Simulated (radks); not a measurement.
Excited configurations of the rhenium ion Re3+: one electron is placed in a higher orbital outside [Xe] 4f14 5d3. The ground configuration is [Xe] 4f14 5d4. All-electron calculation, Dirac Kohn-Sham, BLYP, spin-unpolarised, spherical densities, finite nucleus; open shells fill j = l - 1/2 first; Fermi nuclear charge, rms radius 5.3698 fm. Program: a radial shooting solver on a logarithmic mesh with Libxc functionals. Excitation = E - E(ground); binding = E(ion) - E, where the ion is the core of charge +4; n* = 4/sqrt(2 binding) in atomic units, and the quantum defect is n - n*.

| outer orbital | excitation (eV) | binding (eV) | n* | quantum defect | <r> (bohr) |
|---|---|---|---|---|---|
| 5f5/2 | 24.751 | 14.938 | 3.817 | 1.183 | 3.842 |
| 6s1/2 | 4.473 | 35.216 | 2.486 | 3.514 | 2.495 |
| 6p1/2 | 11.500 | 28.189 | 2.779 | 3.221 | 2.855 |
| 6d3/2 | 22.216 | 17.473 | 3.530 | 2.470 | 4.093 |
| 6f5/2 | 29.833 | 9.856 | 4.700 | 1.300 | 6.926 |
| 7s1/2 | 22.174 | 17.515 | 3.525 | 3.475 | 4.799 |
| 7p1/2 | 24.655 | 15.034 | 3.805 | 3.195 | 5.382 |
| 7d3/2 | 28.876 | 10.813 | 4.487 | 2.513 | 7.082 |
| 7f5/2 | 32.793 | 6.896 | 5.618 | 1.382 | 10.63 |

The Delta-SCF ionisation energy is 39.689 eV (NIST Atomic Spectra Database: 39 eV, theoretical). Self-interaction in the functional shifts the binding energies and quantum defects, so they are the method's values and not measured ones. Spin polarisation and multiplet splitting are left out, so open shells lie too high by an amount that depends on their filling.

Beside tabulated values, note that spin-unpolarised runs miss the spin-polarisation part of the exchange energy of open shells.
